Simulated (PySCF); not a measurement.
SnOF2, SMILES [Sn]([F])(=[O])[F]. Atoms are numbered in the order given.

```xyz
4

Sn     0.0000     0.0000     0.1071
O      0.0000     0.0000     1.9521
F      0.0000     1.4483    -1.1650
F      0.0000    -1.4483    -1.1650
```
Charge 0, spin multiplicity 1.

Geometry: B3LYP-D3(BJ)/def2-SVP. The def2 effective core potentials stand for the cores of Sn; spin–orbit coupling is left out.

Level of theory: C-PCM-PBE0/def2-SVP (PySCF).

The values are the electrostatic part of the solvation free energy, E(continuum) − E(gas) at the gas-phase geometry, in a cavity of scaled van der Waals radii (PySCF's table); cavitation and dispersion terms are not included. A continuum can't describe solvent molecules that bind to the metal. In vacuum the orbital gap is 4.95 eV. The dipole moment in vacuum is 0.64 D.

**Question.** Estimate the values in water (ε = 78.36), dichloromethane (ε = 8.93), methanol (ε = 32.61). (Estimate from the structure and the level; the computed values follow.)

**Answer.** 
```json
[
 {"solvent": "water", "ε": "78.36", "ΔG(elec) (kcal/mol)": "-8.6", "dipole (D)": "1.07", "gap (eV)": "5.11"},
 {"solvent": "dichloromethane", "ε": "8.93", "ΔG(elec) (kcal/mol)": "-7.6", "dipole (D)": "1.02", "gap (eV)": "5.09"},
 {"solvent": "methanol", "ε": "32.61", "ΔG(elec) (kcal/mol)": "-8.4", "dipole (D)": "1.06", "gap (eV)": "5.10"}
]
```
